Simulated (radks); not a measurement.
Problem. Pd+, 45 electrons, occupied as [Kr] 4d6 5p3 (not the ground configuration). All-electron calculation, Dirac Kohn-Sham, PBE, spin-unpolarised, spherical densities, finite nucleus; open shells fill j = l - 1/2 first; Fermi nuclear charge, rms radius 4.5318 fm. Program: a radial shooting solver on a logarithmic mesh with Libxc functionals.

Spin-orbit splittings of the eigenvalues, e(l+1/2) - e(l-1/2), with zeta = 2 splitting/(2l+1) and mean radii in bohr:

shell  occ.  splitting (eV)  zeta (eV)  <r> j=l-1/2  <r> j=l+1/2
2p        6           159.4      106.3       0.1171       0.1221
3p        6           27.80      18.53       0.3711       0.3819
3d       10               ?          ?       0.3554       0.3589
4p        6           4.664      3.109       0.9976        1.026
4d        6          0.5994     0.2398        1.280        1.293
5p        3          0.4558     0.3039        2.996        3.079

Estimate the 3d splitting.

Solution. 5.544 eV (zeta = 2.218 eV).
